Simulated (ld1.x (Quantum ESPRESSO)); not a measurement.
u(r) = r·R(r): atom against pseudo-atom (Ne (Z = 10))

Columns: radius, all-electron u(r) and pseudo u(r) of the 2p shell (level -22.31 eV) of neon in the configuration [He] 2s2 2p5.5; PBE, scalar-relativistic, ultrasoft scheme, ld1.x (Quantum ESPRESSO) 7.5.

| r (bohr) | all-electron | pseudo |
| --- | --- | --- |
| 0.053 | 0.0648 | 0.0144 |
| 0.105 | 0.1994 | 0.0556 |
| 0.158 | 0.3567 | 0.1222 |
| 0.210 | 0.5053 | 0.2075 |
| 0.262 | 0.6361 | 0.3069 |
| 0.315 | 0.7468 | 0.4163 |
| 0.368 | 0.8343 | 0.5272 |
| 0.420 | 0.8987 | 0.6310 |
| 0.473 | 0.9445 | 0.7262 |
| 0.525 | 0.9724 | 0.8049 |
| 0.578 | 0.9863 | 0.8674 |
| 0.630 | 0.9883 | 0.9100 |
| 0.683 | 0.9806 | 0.9345 |
| 0.735 | 0.9656 | 0.9418 |
| 0.788 | 0.9445 | 0.9347 |
| 0.840 | 0.9195 | 0.9168 |
| 0.893 | 0.8908 | 0.8908 |
| 0.945 | 0.8604 | 0.8607 |
| 0.998 | 0.8279 | 0.8280 |
| 1.050 | 0.7952 | 0.7952 |
| 1.102 | 0.7622 | 0.7622 |
| 1.155 | 0.7285 | 0.7285 |
| 1.208 | 0.6951 | 0.6951 |
| 1.260 | 0.6629 | 0.6629 |
| 1.313 | 0.6308 | 0.6308 |
| 1.365 | 0.6002 | 0.6002 |

How many radial nodes do the two functions have?

The all-electron 2p function has n − l − 1 = 0; the pseudo-wave has 0.

At about which radius was the pseudo-wave matched?

1.05 bohr. The columns agree to 0.0005 from 0.89 bohr on; several derivatives are matched, so the curves merge somewhat inside the radius.

Is the pseudo-wave norm-conserving?

No, it belongs to an ultrasoft set: the norm inside the radius is not constrained, and the difference is carried by the augmentation charge.
